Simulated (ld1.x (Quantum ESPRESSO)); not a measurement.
Hf, ultrasoft: configuration errors across variants

```
Element                 : Hf
Generator               : ld1.x (Quantum ESPRESSO) 7.5
Type                    : ultrasoft
Functional              : BLYP
Relativity              : fully relativistic
Frozen core             : [Kr] 4d10 4f14
Valence charge          : 12
Reference configuration : 5s2 5p6 5d1 6s0 6p0 (charge +3)
Partial waves           : 5s (bound): rcut 1.45, rcutus 1.55 bohr; 6s (bound, empty): rcut 1.45, rcutus 1.55 bohr; 5p (bound): rcut 2.25, rcutus 2.50 bohr; 6p (bound, empty): rcut 2.25, rcutus 2.50 bohr; 5d (bound): rcut 1.80, rcutus 2.05 bohr; 5d channel at -0.55 Ry: rcut 1.80, rcutus 2.05 bohr
Local potential         : all-electron potential smoothed inside 2.05 bohr (lloc = -1)
Core correction         : Bessel-smoothed model core inside 0.75 bohr
Augmentation charge     : PSQ, inside the norm-conserving radii
```

Open shells are filled in proportion to 2j + 1 (rel_dist='average').

All-electron excitation energies from the reference (eV): (1) 5s2 5p6 5d2 6s2 6p0 -43.984; (2) 5s2 5p6 5d2 6s1 6p0 -36.079; (3) 5s2 5p6 5d2 6s0 6p0 -21.803; (4) 5s2 5p6 5d2 6s1.5 6p0 -40.782; (5) 5s1 5p6 5d2 6s2 6p0 28.812; (6) 5s2 5p6 5d3 6s0 6p0 -33.984; (7) 5s2 5p6 5d2 6s1 6p1 -40.172.

The overlap operator is not positive definite (basis up to 400 Ry) in “base”, “waves 5d (bound): rcut 1.22, rcutus 1.30 bohr; 5d channel at -0.55 Ry: rcut 1.22, rcutus 1.30 bohr”, “waves 5d (bound): rcut 1.52, rcutus 1.62 bohr; 5d channel at -0.55 Ry: rcut 1.52, rcutus 1.62 bohr”, “waves 5d (bound): rcut 1.80, rcutus 2.04 bohr; 5d channel at -0.55 Ry: rcut 1.80, rcutus 2.04 bohr”, “waves 5d (bound): rcut 1.80, rcutus 2.44 bohr; 5d channel at -0.55 Ry: rcut 1.80, rcutus 2.44 bohr”, “waves 5d (bound): rcut 1.80, rcutus 3.02 bohr; 5d channel at -0.55 Ry: rcut 1.80, rcutus 3.02 bohr”. Such files are unfit for use, however small their errors in these radial tests.

Errors AE − PS in meV (a dash: test not solved or not reliable):

```tsv
change	(1)	(2)	(3)	(4)	(5)	(6)	(7)	bound ghosts
base	-55	-47	-31	-52	-81	-81	-47	not determined (overlap not positive)
waves 5d (bound): rcut 1.22, rcutus 1.30 bohr; 5d channel at -0.55 Ry: rcut 1.22, rcutus 1.30 bohr	-55	-47	-32	-52	-127	-82	-48	not determined (overlap not positive)
waves 5d (bound): rcut 1.52, rcutus 1.62 bohr; 5d channel at -0.55 Ry: rcut 1.52, rcutus 1.62 bohr	-55	-47	-30	-52	-96	-78	-48	not determined (overlap not positive)
waves 5d (bound): rcut 1.80, rcutus 2.04 bohr; 5d channel at -0.55 Ry: rcut 1.80, rcutus 2.04 bohr	-55	-47	-31	-52	-81	-81	-47	not determined (overlap not positive)
waves 5d (bound): rcut 1.80, rcutus 2.44 bohr; 5d channel at -0.55 Ry: rcut 1.80, rcutus 2.44 bohr	-51	-53	-50	-53	-163	-140	-40	not determined (overlap not positive)
waves 5d (bound): rcut 1.80, rcutus 3.02 bohr; 5d channel at -0.55 Ry: rcut 1.80, rcutus 3.02 bohr	–	–	–	–	–	–	–	not determined (overlap not positive)
```

Give the same row for: waves 5d (bound): rcut 1.80, rcutus 2.78 bohr; 5d channel at -0.55 Ry: rcut 1.80, rcutus 2.78 bohr.

–, –, –, –, –, –, –; bound ghosts: not determined (overlap not positive). Not counted: 5s2 5p6 5d3 6s0 6p0 (solver errors, printed error -40.7 eV); 5s2 5p6 5d2 6s1 6p1 (solver errors, printed error -10.5 eV); 5 more. Its overlap operator is not positive definite in a basis up to 400 Ry (lowest eigenvalue s -169.63, d3/2 -3.71, d5/2 -7.54), so the file is unfit for use: the generalised eigenproblem breaks down once the basis is large enough, and its test numbers describe a broken file.
